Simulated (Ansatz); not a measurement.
Isolated molecules relaxed with PBE0-D4/def2-TZVP in Ansatz; ΔE leaves out vibrations. CBS: MP2 limit from def2 TZ/QZ plus the TZ coupled-cluster correction, frozen cores. DFT in def2-TZVPP. B3LYP here is the variant with VWN-RPA as its local correlation; programs differ in this. For Ge, Se outer-core shells are correlated without core-valence functions, which leaves a few kJ/mol of doubt a bond. Scalar relativity is left out up to krypton. Each species was taken in one conformer, which may not be the lowest.

Consider the ligand exchange at a Ge–Se bond: `[Cl][GeH2][SeH]` + `O[SiH2]F` → `F[SiH2][O][GeH2][Cl]` + H₂Se.

Task: Is it downhill or uphill in electronic energy at CCSD(T)/CBS, and by how much? (An estimate is asked.)

Result: The calculation gave: Uphill: ΔE = +1.5 kcal/mol.

Task: What do these levels give: B97M-V, PBE0-D4, B3LYP-D4, BHLYP-D4, ωB97X-V, revPBE, r2SCAN, PBE0, r2SCAN0, LC-ωPBE, HF/def2-SVP, CCSD(T)/def2-SVP? (Best estimate.)

Result: The calculation gave: B97M-V 0.1, PBE0-D4 3.5, B3LYP-D4 1.3, BHLYP-D4 0.5, ωB97X-V 0.6, revPBE 4.7, r2SCAN 2.1, PBE0 4.0, r2SCAN0 2.5, LC-ωPBE 1.7, HF/def2-SVP -3.1, CCSD(T)/def2-SVP -3.1 kcal/mol.

Largest T1 diagnostic among the species: 0.011.

In def2-TZVPP, CCSD(T) changes the Hartree–Fock value by +1.5 kcal/mol (the triples alone add +0.2 kcal/mol) and MP2 by +2.5 kcal/mol. From BLYP to BHLYP (50 % exact exchange), in def2-TZVPP and without D4, ΔE moves by −1.4 kcal/mol. The D4 term adds −0.7 kcal/mol with B3LYP and −0.5 kcal/mol with PBE0; it sums over pairs of atoms, weighted by their polarisabilities, and B3LYP, whose exchange is more repulsive, gets the larger term.
